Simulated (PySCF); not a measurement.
A structure optimised at GFN2-xTB (Å):
```
atom  x, y, z in Å
C1    -1.1264    2.7645   -1.2978
C2    -0.6315    1.7420   -0.9085
C3    -0.0683    0.5220   -0.4517
C4     1.2501    0.3421   -0.5691
C5     2.0544   -0.8497   -0.1616
C6     2.9306   -0.5205    1.0489
C7    -1.0610   -0.4633    0.1188
C8    -1.8275    0.1810    1.2752
C9    -2.0210   -0.9254   -0.9791
H10   -1.5471    3.6631   -1.6391
H11    1.8365    1.1528   -0.9862
H12    1.4174   -1.7024    0.0746
H13    2.6995   -1.1357   -0.9976
H14    2.3103   -0.2609    1.9043
H15    3.5819    0.3228    0.8292
H16    3.5488   -1.3751    1.3153
H17   -0.5270   -1.3356    0.5047
H18   -1.1395    0.5086    2.0523
H19   -2.5263   -0.5311    1.7092
H20   -2.3848    1.0463    0.9234
H21   -2.7416   -1.6351   -0.5781
H22   -1.4715   -1.4075   -1.7854
H23   -2.5610   -0.0756   -1.3916
```

Neutral, closed shell.

Q: Which heavy atoms are bonded, and with what formal order?

A: C1–C2 1.20 Å (triple); C2–C3 1.42 Å (single); C3–C4 1.34 Å (double); C4–C5 1.49 Å (single); C5–C6 1.53 Å (single); C3–C7 1.51 Å (single); C7–C8 1.53 Å (single); C7–C9 1.53 Å (single). Bonds to hydrogen (Å): C1–H10 1.05; C4–H11 1.08; C5–H12 1.09; C5–H13 1.09; C6–H14 1.09; C6–H15 1.09; C6–H16 1.09; C7–H17 1.09; C8–H18 1.09; C8–H19 1.09; C8–H20 1.09; C9–H21 1.09; C9–H22 1.09; C9–H23 1.09.

Q: Give the structure as a SMILES string.

A: `C#C/C(=C/CC)C(C)C`, C9H14. Among its features: alkyne and C=C double bond.

Q: What is the point group of this geometry?

A: C1 (no symmetry element, even within 0.4 Å).

Q: Describe the place of each heavy atom.

A: C1: terminal alkyne carbon; C2: alkyne carbon; C3: fully substituted alkene carbon; C4: alkene CH carbon; C5: allylic carbon; C6: methyl carbon; C7: allylic carbon; C8/C9: methyl carbon.

Q: What is the arrangement about C1?

A: It has 2 neighbours (C2, H10) and is linear (angle 179.3°).

Q: What is the arrangement about C6?

A: It has 4 neighbours (C5, H14, H15, H16) and is tetrahedral (angles from 108.4° to 110.5°).

The numbers are calculated, not measured.
